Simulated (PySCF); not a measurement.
Worked example: chemical shift, span and skew from a shielding tensor

B(Cl)(Br)(Me) (CH3BBrCl), SMILES CB(Cl)Br. Atoms are numbered in the order given.

```xyz
7

B      0.1650    -0.5604     0.4299
Cl    -1.3486    -1.4542     0.4648
Br     0.2344     1.0627    -0.6115
C      1.4318    -1.0416     1.2013
H      1.7875    -0.2450     1.8771
H      2.2546    -1.2159     0.4856
H      1.2652    -1.9596     1.7820
```

The structure is a stationary point at B3LYP-D3(BJ)/def2-SVP. A frequency run showed that this geometry is not a minimum. This is a generated structure with no PubChem entry under its InChIKey; it may be hypothetical.

GIAO shieldings from PySCF with PBE/pcSseg-1, non-relativistic, no solvent. The symmetric part of the tensor of C4 has the principal values 139.6, 154.4, 185.9 ppm. The same nucleus in TMS has σ = 182.0 ppm at this level (PySCF, at its B3LYP-D3(BJ)/def2-TZVP geometry). Without spin–orbit terms, shifts of atoms bonded to Cl or Br come out too high.

**Question.** Work out the isotropic shielding, the ¹³C shift against TMS, the span and the skew.

**Answer.** 
σ(iso) = (σ11 + σ22 + σ33)/3 = 160.0 ppm. δ = σ(ref) − σ(iso) = 182.0 − (160.0) = 22.0 ppm.
Span Ω = σ33 − σ11 = 46.3 ppm. Skew κ = 3(σ(iso) − σ22)/Ω = 0.36. Tumbling in solution averages the tensor to δ; in a static solid the shielding alone would spread this spin-1/2 line over Ω.
